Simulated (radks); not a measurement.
The nitrogen anion N2-, [He] 2s2 2p5, held by a Watson sphere: a shell of charge +2 at radius R that stands for the Madelung well of a crystal (potential energy -2/R inside, -2/r outside, in hartree with lengths in bohr). Calculated with a radial shooting solver on a logarithmic mesh with Libxc functionals: scalar-relativistic Kohn-Sham, LB94 model potential, spin-polarised, spherical densities, finite nucleus; open shells are filled with parallel spins first; Fermi nuclear charge, rms radius of each element as measured or else 0.836 A^(1/3) + 0.57 fm. Response by self-consistent Sternheimer equations with the Hartree and adiabatic LDA kernel, the relativistic mass of each level held fixed and spin-orbit coupling left out. The sphere does not respond.

R (bohr)  e(2s down) (eV)  e(2p up) (eV)  e(2p down) (eV)  <r> 2p (bohr)  sum of <r^2> (bohr^2)  X-ray form factor at sin(theta)/lambda = 0.2 1/angstrom  alpha (bohr^3)
1.86              -22.742        -12.779          -11.980          1.630                  21.86                                                    5.138           13.86
2.39              -20.323        -10.742          -10.001          1.776                  25.58                                                    4.902           21.80
2.82              -18.787         -9.361           -8.645          1.881                  28.42                                                    4.796           30.84
3.43              -17.112         -7.775           -7.073          2.017                  32.27                                                    4.723           48.97

Estimate the row for R = 2.29 bohr.

Answer. e(2s down) (eV) -20.732; e(2p up) (eV) -11.097; e(2p down) (eV) -10.348; <r> 2p (bohr) 1.750; sum of <r^2> (bohr^2) 24.90; X-ray form factor at sin(theta)/lambda = 0.2 1/angstrom 4.937; alpha (bohr^3) 20.06.
